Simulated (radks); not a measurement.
Species: Pb II. Configuration: [Hg] 6p1 (the NIST ground configuration).

All-electron calculation, Dirac Kohn-Sham, BLYP, spin-unpolarised, spherical densities, finite nucleus; open shells fill j = l - 1/2 first; Fermi nuclear charge, rms radius 5.5012 fm. Program: a radial shooting solver on a logarithmic mesh with Libxc functionals.

Energy parts (eV):
part                       energy
total                  -569358.09
kinetic                 662077.01
electron-nucleus      -1439869.57
Hartree                 219075.31
exchange-correlation    -10640.84

Orbitals (lengths in bohr, moments of r in powers of bohr; r(max) is where P^2 peaks; r(90%) holds 90 % of the orbital's charge):
\begin{tabular}{lrrrrr}
orbital & occ. & eigenvalue (eV) & r(90%) & <1/r> & r(max) \\ \hline
1s1/2 & 2 & -87932.47 & 0.0294 & 101.2 & 0.009845 \\
2s1/2 & 2 & -15721.23 & 0.105 & 25.04 & 0.05739 \\
2p1/2 & 2 & -15105.46 & 0.0918 & 25.01 & 0.04198 \\
2p3/2 & 4 & -12915.58 & 0.104 & 19.97 & 0.04969 \\
3s1/2 & 2 & -3778.596 & 0.256 & 9.184 & 0.1615 \\
3p1/2 & 2 & -3498.993 & 0.248 & 9.100 & 0.1504 \\
3p3/2 & 4 & -3010.432 & 0.270 & 7.780 & 0.1660 \\
3d3/2 & 4 & -2547.966 & 0.244 & 7.681 & 0.1289 \\
3d5/2 & 6 & -2443.976 & 0.251 & 7.387 & 0.1331 \\
4s1/2 & 2 & -860.5168 & 0.551 & 3.901 & 0.3628 \\
4p1/2 & 2 & -739.2099 & 0.560 & 3.793 & 0.3603 \\
4p3/2 & 4 & -619.5833 & 0.608 & 3.336 & 0.3919 \\
4d3/2 & 4 & -421.2899 & 0.633 & 3.139 & 0.3831 \\
4d5/2 & 6 & -398.9630 & 0.649 & 3.036 & 0.3927 \\
4f5/2 & 6 & -142.2460 & 0.716 & 2.696 & 0.3475 \\
4f7/2 & 8 & -137.2141 & 0.726 & 2.656 & 0.3520 \\
5s1/2 & 2 & -150.6654 & 1.22 & 1.620 & 0.7897 \\
5p1/2 & 2 & -109.1996 & 1.32 & 1.498 & 0.8278 \\
5p3/2 & 4 & -86.7905 & 1.45 & 1.329 & 0.9050 \\
5d3/2 & 4 & -29.6620 & 1.94 & 1.033 & 1.054 \\
5d5/2 & 6 & -27.0709 & 2.02 & 0.9922 & 1.087 \\
6s1/2 & 2 & -18.7719 & 3.30 & 0.5675 & 1.952 \\
6p1/2 & 1 & -10.9299 & 4.18 & 0.4533 & 2.328 \\
6p3/2 & 0 & -9.1356 & 4.70 & 0.3978 & 2.630 \\
\end{tabular}

The highest occupied level is 6p1/2 at -10.930 eV. Summed over all electrons, <r^2> = 56.15 bohr^2, which gives a Langevin (diamagnetic) susceptibility term of -44.5 x 10^-6 cm^3/mol. The density falls to 0.001 e/bohr^3 at r = 4.16 bohr. For comparison, the ionisation energy in NIST's Atomic Spectra Database is 15.032 eV (measured). In exact Kohn-Sham theory the highest level is minus the ionisation energy, but local and semilocal functionals leave it too shallow, through self-interaction and a potential that decays too fast; potentials with the right tail come closer. The electron density at the nucleus is 2.737e+06 e/bohr^3.

Beside tabulated values, note that spin-unpolarised runs miss the spin-polarisation part of the exchange energy of open shells.
